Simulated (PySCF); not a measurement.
# CaO2, triplet: structure and spectrum

All numbers come from UPBE0/[Ca def2-TZVP, O def2-TZVP], no relativity, density fitting, PySCF.

The structure is a minimum.

```xyz
3
charge 0 multiplicity 3, angstrom
Ca   -0.0580    0.0000   -0.9243
O    -0.5835    0.0000    1.1959
O     0.7285    0.0000    1.1135
```

| Property | Result |
| --- | --- |
| Point group | C2v |
| Bond lengths | Ca–O 2.184 Å (×2), O–O 1.315 Å |
| Bond angles | Ca–O–O 72.5° (×2), O–Ca–O 35.0° |
| Atomisation energy without zero-point energy | 714 kJ/mol |
| Rotational symmetry number | 2 |
| Spin squared ⟨S²⟩ | 2.007 |
| Dipole moment | 2.52 D |
| Highest occupied level (α) | -4.18 eV |
| Enthalpy at 298.15 K above 0 K | 11.45 kJ/mol |
| Rotational constants | 1.22, 0.2186, 0.1854 cm⁻¹ |
| Principal polarisabilities | 107.2, 155.6, 172.2 bohr³ |
| Zero-point energy | 12.6 kJ/mol |
| Entropy at 298.15 K and 1 bar (electronic part: spin only) | 269.3 J/(mol K) |
| Heat capacity Cp at 298.15 K | 45.8 J/(mol K) |
| Principal quadrupole moments (Buckingham, traceless) about the centre of mass | -8.00, 3.20, 4.80 D Å |
| Lowest empty level (β) | -2.49 eV |

Harmonic modes (masses in u: Ca 39.963, O 15.995):
```json
{"symmetry": "b2", "ω (cm⁻¹)": "395", "IR (km/mol)": "0.0", "μ (u)": "16.67"}
{"symmetry": "a1", "ω (cm⁻¹)": "457", "IR (km/mol)": "73.3", "μ (u)": "21.81"}
{"symmetry": "a1", "ω (cm⁻¹)": "1258", "IR (km/mol)": "8.9", "μ (u)": "16.00"}
```

In C2v the vibrations span b2 + 2a1. Here b1 is antisymmetric to the molecular plane and b2 lies in it.

Charges (e):
```csv
atom,Mulliken,Löwdin,polar tensor,spin (Mulliken),Mayer order to Ca1
Ca1,0.62,0.40,0.54,0.98,–
"O2,3",-0.31,-0.20,-0.27,0.51,0.35
```
Other Mayer orders above 0.3: O–O 1.25.

Mulliken populations on Ca1: s 6.85, p 12.23, d 0.29.

This need not be the most stable arrangement of these atoms. At this level a singlet minimum of C2v symmetry lies 16 kJ/mol below this structure.

The final relaxation and frequency run took 19 s on 2 threads of a shared Arm Neoverse V2 host, with 98 basis functions and 7 gradients; the process peaked at 0.88 GiB. Launch command: `OMP_NUM_THREADS=2 python axn.py task.json out`.
